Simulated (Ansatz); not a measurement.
One geometry of HfS₂⁻, several levels of theory.

```yaml
crystal:
  periodic: [false, false, false]
  atoms:
    - {symbol: Hf, position_ang: [-0.225214, 0.241934, 0.732458]}
    - {symbol: S, position_ang: [-1.037097, -1.672378, -0.207237]}
    - {symbol: S, position_ang: [1.262311, 1.430444, -0.525221]}
basis:
  gaussian: {orbitals: def2-TZVPD, initial_orbitals: start.molden}
total_charge: -1
magnetization: {spin_polarized: true, initial_magnetization: 1}
hamiltonian: {xc: pbe0, dispersion: d4}
scf: {omitted_lower_state_checks: [starts]}
output: {orbitals: {seedname: orbitals}}
```

The file start.molden holds the orbitals of an earlier run on this structure, at another level or in another basis.

```sh
$ ansatz run in.yaml --threads 4 --pin off --events-out ev --progress --plain --max-ram 3916MiB
```

Shortened log:

```
Functional definition: PBE0
1069 factors; their error is unknown
mean field evaluation 1: about -22971.9353 eV, gradient 8.8e1 eV
mean field evaluation 2: about -22973.5485 eV, gradient 2.9e0 eV
mean field evaluation 4: about -22973.7686 eV, gradient 1.7e-1 eV
mean field evaluation 8: about -22973.7701 eV, gradient 1.4e-5 eV
mean field -22973.77008652 eV, -844.2704784988 hartree, gradient 1.4e-5 eV, S^2 0.754300; 0 other end points of the search recorded, 0 dependent functions left out
reference -22973.77011978 eV, -844.2704797213 hartree; 23, 22 occupied and 112, 113 virtual orbitals, 1069 factors
Total energy: -22973.86916312 eV, -844.2741194968 hartree
Checks for a lower state left out: starts
```

It took 4.9 s on 4 threads of Intel Xeon on a shared host.

As the first input, with `correlation: {method: mp2}` and without the key `hamiltonian` (abridged; 3.2 s):

```
Functional definition: HF
mean field -22930.73130363 eV, -842.6888324004 hartree, gradient 4.8e-6 eV, S^2 0.760443
10 core orbitals not correlated: weight in the atoms' cores, before any rotation towards them, 1.000 or more for the frozen orbitals, at most 0.000 for the correlated occupied ones
second order -16.79572216 eV of doubles, -0.00000000 eV of singles
Total energy: -22947.52702579 eV, -843.3060638053 hartree
Checks for a lower state left out: starts
```

First input, but with `hamiltonian: {xc: pbe}`, `correlation: {method: rpa}` and without the key `output` (abridged; 5.5 s):

```
Functional definition: PBE
mean field -22973.17583788 eV, -844.2486402642 hartree, gradient 6.0e-6 eV, S^2 0.754406
10 core orbitals not correlated: weight in the atoms' cores, before any rotation towards them, 1.000 or more for the frozen orbitals, at most 0.000 for the correlated occupied ones
Total energy: -22955.71487312 eV, -843.6069616448 hartree
Checks for a lower state left out: starts
```

As the first input, with `gaussian: {orbitals: def2-SVPD, initial_orbitals: start.molden}` (abridged; 4.6 s):

```
Functional definition: PBE0
mean field -22966.38072613 eV, -843.9989245134 hartree, gradient 2.2e-5 eV, S^2 0.754303
Total energy: -22966.47979589 eV, -844.0025652597 hartree
Checks for a lower state left out: starts
```

The first input with `gaussian: {orbitals: def2-SVPD, initial_orbitals: start.molden}`, `hamiltonian: {xc: pbe, dispersion: d4}` (abridged; 2.6 s):

```
Functional definition: PBE
mean field -22965.75436061 eV, -843.9759060050 hartree, gradient 1.8e-5 eV, S^2 0.754471
Total energy: -22965.86875541 eV, -843.9801099366 hartree
Checks for a lower state left out: starts
```

As the first input, with `gaussian: {orbitals: "def2-TZVPPD.json", initial_orbitals: start.molden}`, `correlation: {method: ccsd_t}`, `scf: {omitted_lower_state_checks: [starts, cluster_reference]}` and without the key `hamiltonian` (abridged; 46 s):

```
Functional definition: HF
mean field -22930.78081088 eV, -842.6906517583 hartree, gradient 3.5e-6 eV, S^2 0.759949
10 core orbitals not correlated: weight in the atoms' cores, before any rotation towards them, 1.000 or more for the frozen orbitals, at most 0.000 for the correlated occupied ones
second order -17.80806269 eV of doubles, -0.00000000 eV of singles
cycle   1  -17.42520966 eV  change    3.8e-1 eV  update   1.8e-1
cycle   2  -17.96841328 eV  change   -5.4e-1 eV  update   8.4e-2
cycle   3  -18.15366559 eV  change   -1.9e-1 eV  update   4.0e-2
cycle   4  -18.15434286 eV  change   -6.8e-4 eV  update   2.0e-2
cycle   5  -18.14658334 eV  change    7.8e-3 eV  update   1.3e-2
cycle   6  -18.15282732 eV  change   -6.2e-3 eV  update   7.8e-3
cycle   7  -18.15821234 eV  change   -5.4e-3 eV  update   5.1e-3
cycle   8  -18.15964073 eV  change   -1.4e-3 eV  update   2.5e-3
cycle   9  -18.15987300 eV  change   -2.3e-4 eV  update   1.3e-3
cycle  10  -18.15893932 eV  change    9.3e-4 eV  update   6.8e-4
cycle  11  -18.15910038 eV  change   -1.6e-4 eV  update   3.6e-4
cycle  12  -18.15946693 eV  change   -3.7e-4 eV  update   1.6e-4
cycle  13  -18.15945934 eV  change    7.6e-6 eV  update   7.8e-5
cycle  14  -18.15947655 eV  change   -1.7e-5 eV  update   3.5e-5
cycle  15  -18.15941680 eV  change    6.0e-5 eV  update   2.1e-5
cycle  16  -18.15941434 eV  change    2.5e-6 eV  update   1.1e-5
perturbative correction -1.12819802 eV, -0.0414605125 hartree
Total energy: -22950.06842324 eV, -843.3994584390 hartree
Checks for a lower state left out: starts, cluster_reference
```

Geometry: PBE-D4/def2-TZVPD.

In the def2 sets Hf takes a core potential; there is no spin–orbit coupling. Correlated methods freeze 10 core orbitals; core or outer-core shells of Hf are correlated, in sets that lack core-valence functions. The structure comes from a short search, and lower isomers may exist.
